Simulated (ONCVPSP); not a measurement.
## Reading a pseudo-wave (F (Z = 9))

Columns: radius, all-electron u(r) and pseudo u(r) of the 2s shell (level -29.90 eV) of fluorine in the configuration [He] 2s2 2p5; PBE, scalar-relativistic, ONCV scheme, ONCVPSP 4.0.1.

| r (bohr) | all-electron | pseudo |
| --- | --- | --- |
| 0.085 | -0.4504 | 0.1030 |
| 0.170 | -0.2859 | 0.2207 |
| 0.255 | 0.0473 | 0.3556 |
| 0.340 | 0.3758 | 0.5106 |
| 0.425 | 0.6402 | 0.6697 |
| 0.510 | 0.8287 | 0.8155 |
| 0.595 | 0.9472 | 0.9371 |
| 0.680 | 1.0084 | 1.0075 |
| 0.765 | 1.0256 | 1.0256 |
| 0.850 | 1.0115 | 1.0114 |
| 0.935 | 0.9756 | 0.9755 |
| 1.020 | 0.9257 | 0.9256 |
| 1.105 | 0.8675 | 0.8675 |
| 1.190 | 0.8053 | 0.8052 |
| 1.275 | 0.7418 | 0.7418 |
| 1.360 | 0.6793 | 0.6792 |
| 1.445 | 0.6190 | 0.6189 |
| 1.530 | 0.5617 | 0.5617 |
| 1.615 | 0.5081 | 0.5081 |
| 1.700 | 0.4583 | 0.4583 |
| 1.785 | 0.4124 | 0.4124 |
| 1.870 | 0.3704 | 0.3704 |
| 1.955 | 0.3321 | 0.3321 |
| 2.040 | 0.2973 | 0.2973 |
| 2.125 | 0.2659 | 0.2658 |
| 2.210 | 0.2375 | 0.2374 |

Question: How many radial nodes do the two functions have?

Answer: The all-electron 2s function has n − l − 1 = 1; the pseudo-wave has 0, since the states of the same l below it are removed with the core.

Question: At about which radius was the pseudo-wave matched?

Answer: 0.75 bohr, where the columns begin to agree (steps of 0.09 bohr).

Question: Is the pseudo-wave norm-conserving?

Answer: Yes: the ONCV scheme keeps the norm inside the radius equal to the all-electron one, which fixes the energy derivative of the logarithmic derivative at the level.
